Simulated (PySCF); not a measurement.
methyl 2-iodoprop-2-enoate (C4H5IO2), SMILES COC(=O)C(=C)I.

Geometry optimised at B3LYP-D3(BJ)/def2-SVP. The def2 effective core potentials stand for the cores of I; spin–orbit coupling is left out. The values are those of a single conformer.

Vertical ionisation energy (IE) and electron affinity (EA) in eV. Rows of orbital energies are one-electron estimates. Where ΔSCF, EOM or ADC give a negative EA the extra electron is unbound and the value depends on the basis.

```csv
level,IE,EA
"−ε(HOMO), −ε(LUMO), M06-2X/def2-TZVP (PySCF)",(withheld),(withheld)
"−ε(HOMO), −ε(LUMO), PBE/def2-TZVP (PySCF)",6.15,2.67
```

Question: What belongs in the gaps? (An estimate is asked for; the answer gives what the named calculation found.)

Answer: 
- −ε(HOMO), −ε(LUMO), M06-2X/def2-TZVP (PySCF), IE: 8.39
- −ε(HOMO), −ε(LUMO), M06-2X/def2-TZVP (PySCF), EA: 0.83
